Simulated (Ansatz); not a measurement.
H₄NOPSi (`N1[SiH2]OP1`), relaxed with RKS PBE-D4/def2-SVP in Ansatz 0.2.0 from a rough embedded geometry. The force threshold is 0.03 eV/Å; the program also tests the step.

Total charge 0; spin multiplicity 1.

Start:

```xyz
8

N    -0.121    0.832   -0.409
Si   -0.357   -0.194    0.861
O     0.280   -1.295   -0.179
P     0.930   -0.251   -1.112
H     0.384    1.700   -0.066
H    -1.799   -0.403    1.175
H     0.547    0.141    2.008
H     0.135   -0.529   -2.278
```

| step | energy (eV) | largest force (eV/Å) | largest move (Å) |
| --- | --- | --- | --- |
| 1 | -20747.7386 | 6.132 | 0.000 |
| 2 | -20748.7452 | 2.734 | 0.156 |
| 3 | -20749.1019 | 0.695 | 0.168 |
| 4 | -20749.1209 | 0.513 | 0.127 |
| 5 | -20749.1290 | 0.317 | 0.132 |
| 6 | -20749.1387 | 0.094 | 0.086 |
| 7 | -20749.1400 | 0.032 | 0.025 |
| 8 | -20749.1402 | 0.015 | 0.011 |

End:

```xyz
8

N     0.067    0.984   -0.357
Si   -0.327   -0.201    0.890
O     0.467   -1.371   -0.072
P     0.923   -0.245   -1.296
H     0.491    1.907   -0.231
H    -1.784   -0.522    1.074
H     0.296    0.046    2.236
H    -0.134   -0.599   -2.244
```

Hardware: 2 threads of an Arm Neoverse V1 on a shared host. Wall time 15 s, peak host memory 0.14 GiB.
